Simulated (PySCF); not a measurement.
## Run times: titanium in x2c-QZVPPall with one added diffuse shell each of s, p, d, f, g type

Measured wall times of calculations with PySCF 2.14 in x2c-QZVPPall with one added diffuse shell each of s, p, d, f, g type (12s8p6d4f3g, 121 functions), with scalar relativity by spin-free X2C-1e, run from one Python driver. Hardware: 1 thread of Neoverse-V1 on a shared host, 1.3 GiB allowed. The two-electron integrals over 121 functions were computed once and kept in memory (1.9 CPU seconds with the set-up); the times below exclude them. Kohn-Sham runs start from converged Hartree-Fock orbitals.

Launch command (the driver calls PySCF for each step listed in the task file):

```bash
OMP_NUM_THREADS=1 python atomrun2.py TASK.json OUT
```

| species | step | iterations | wall time (s) |
| --- | --- | --- | --- |
| Ti(3+) [Ar] 3d1 | UHF with spin-orbit constants | 6 | 4.1 |
| Ti(3+) [Ar] 3d1 | LDA | 6 | 2.2 |
| Ti(3+) [Ar] 3d1 | PBE | 6 | 2.9 |
| Ti(3+) [Ar] 3d1 | PBE0 | 6 | 4.6 |
| Ti(3+) [Ar] 3d1 | r2SCAN | 6 | 7.9 |
| Ti(3+) [Ar] 3d1 | M06 | 5 | 8.3 |
| Ti(3+) [Ar] 3d1 | PBEsol | 6 | 2.9 |
| Ti(3+) [Ar] 3d1 | LC-wPBE | 6 | 6.6 |
| Ti(3+) [Ar] 3d1 | MP2 (9 electrons) |  | 1.5 |

Peak memory of the process: 0.73 GiB. Times on a shared host vary from run to run.
